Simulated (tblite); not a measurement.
Species: C₂H₇N₂PSi.
SMILES with atom numbers: `[H]/[N:1]=[CH:2]\[CH:3]=[N:4]\[SiH2:5][PH2:6]` (hydrogens: H7 on N1; H8 on C2; H9 on C3; H10, H11 on Si5; H12, H13 on P6)

Structure used (GFN2-xTB), in Å, numbered top down from 1:
```xyz
13
C2H7N2PSi angstrom
N      3.3435    0.0882    0.2423
C      2.1932    0.3746   -0.1836
C      0.9768   -0.4242   -0.0135
N     -0.1017   -0.0811   -0.5679
Si    -1.7272   -0.6031   -0.5790
P     -2.8461    0.8876    0.6861
H      3.4008   -0.7922    0.7573
H      2.0803    1.2977   -0.7425
H      1.0861   -1.3283    0.6017
H     -2.1113   -0.4353   -1.9755
H     -2.0641   -1.9273   -0.0421
H     -1.9229    0.9347    1.7167
H     -2.3118    2.0092    0.0823
```

Computed with GFN2-xTB (tblite): harmonic, unscaled wavenumbers at the GFN2-xTB geometry, gas phase. Against measured fundamentals such values can be off by several per cent, at times by over 20. Modes of hydrogen on phosphorus and silicon can be 10 to 20 % off. One conformer, not necessarily the lowest.

Harmonic wavenumbers (cm⁻¹): 46.1, 53.2, 92.4, 125.5, 137.2, 254.8, 338.9, 437.8, 464.4, 472.6, 562.8, 612.5, 681.1, 688.0, 713.4, 767.5, 867.8, 890.3, 1051.9, 1074.5, 1142.4, 1164.9, 1303.2, 1330.0, 1655.0, 1709.8, 2197.6, 2293.0, 2312.1, 2397.2, 2830.2, 3032.4, 3286.7.

A = 5957, B = 859.1, C = 784.4 MHz; mass 118.012 u (most abundant isotopes); point group C1, symmetry number 1.

Task: What is the zero-point energy?

Result: Half the sum of the wavenumbers: 18494 cm⁻¹ = 221.23 kJ/mol.

Task: What is S at 350 K and 1 bar for an ideal gas of classical rigid rotors and harmonic oscillators?

Result: Translation 171.69, rotation 122.38, vibration 131.31: S = 425.4 J/(mol K).

Task: And Cp and H(350 K) − H(0)?

Result: Cp = 152.02 J/(mol K), of which vibrations give 118.76 (their classical limit is 33 R = 274.4); H(350 K) − H(0) = 34.26 kJ/mol without the zero-point energy, 22.62 from vibrations.

Task: How do the functions run with temperature in this model?

Result: 
```
 T (K)  S (J/(mol K))  Cp (J/(mol K))  H − H(0) (kJ/mol)  G − H(0) (kJ/mol)  ln q(vib)
    50          245.6            58.1               2.20             -10.08       0.67
   100          291.6            75.3               5.56             -23.60       2.02
298.15          402.1           137.9              26.74             -93.16       6.85
373.15          435.3           157.8              37.85            -124.58       8.53
   500          485.4           184.9              59.67            -183.05      11.24
   750          568.0           222.2             110.91            -315.12      16.12
  1000          635.5           246.3             169.68            -465.82      20.46
```

q(vib) and H(0) count from the zero-point level.

Task: What must be added to the electronic energy to get the Gibbs energy at 350 K and 1 bar?

Result: ZPE + [H(350 K) − H(0)] − T·S = 221.23 + 34.26 − 148.88 = 106.61 kJ/mol.

Hindered rotation and anharmonicity are outside this model. Other conformers, if any are populated, would add a mixing term that is left out. The structure is chiral; the term R ln 2 for an equal mix with its mirror image is left out.
